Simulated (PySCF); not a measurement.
## Electron correlation in Ne²⁺ (neon, charge +2)

[He] 2s2 2p4, high-spin 3P determinant. Computed with PySCF 2.14 in cc-pVTZ (4s3p2d1f, 30 functions), with the non-relativistic Hamiltonian (point nucleus). Frozen: 1s2; 6 electrons correlated.

MP2 pair energies summed by pair of shells (mhartree):

```tsv
pair	energy	share (%)
2p-2p	-67.60	47.2
2s-2p	-66.06	46.1
2s-2s	-9.67	6.7
```

Total MP2 correlation energy: -143.33 mhartree.

Same-spin part -34.75 and opposite-spin part -108.58 mhartree; SCS-MP2 scales them by 1/3 and 6/5 to -141.88 mhartree.

```json
{"level": "CCSD", "correlation energy (mhartree)": "-157.54"}
{"level": "(T)", "correlation energy (mhartree)": "-1.47"}
{"level": "CCSD(T)", "correlation energy (mhartree)": "-159.01"}
```

Diagnostics: T1 = 0.0028, D1 = 0.0060, largest double amplitude 0.026.

Cost of the coupled-cluster step: 0.34 s of wall time on 1 thread of Neoverse-V1 (shared host), for 6 correlated electrons.

Iterations:

```
CC2 = 0
CCSD nocc = (np.int64(4), np.int64(2)), nmo = (29, 29)
frozen orbitals [[0], [0]]
max_cycle = 100
direct = 0
conv_tol = 1e-08
conv_tol_normt = 1e-06
diis_space = 8
diis_start_cycle = 0
Init t2, MP2 energy = -0.143325567868534
Init E_corr(UCCSD) = -0.143325567876732
cycle = 1  E_corr(UCCSD) = -0.155081096651743  dE = -0.0117555288  norm(t1,t2) = 0.016838
cycle = 2  E_corr(UCCSD) = -0.156922242305267  dE = -0.00184114565  norm(t1,t2) = 0.00482822
cycle = 3  E_corr(UCCSD) = -0.157569598226904  dE = -0.000647355922  norm(t1,t2) = 0.00179161
cycle = 4  E_corr(UCCSD) = -0.157538157210862  dE = 3.1441016e-05  norm(t1,t2) = 0.000340283
cycle = 5  E_corr(UCCSD) = -0.157544657958402  dE = -6.50074754e-06  norm(t1,t2) = 4.94462e-05
cycle = 6  E_corr(UCCSD) = -0.157544324583226  dE = 3.33375176e-07  norm(t1,t2) = 7.58606e-06
cycle = 7  E_corr(UCCSD) = -0.157544281757549  dE = 4.28256769e-08  norm(t1,t2) = 1.13479e-06
cycle = 8  E_corr(UCCSD) = -0.157544288218636  dE = -6.46108694e-09  norm(t1,t2) = 1.95859e-07
UCCSD converged
E(UCCSD) = -126.522824491003  E_corr = -0.157544288218636
UCCSD(T) correction = -0.00146862923529719
```
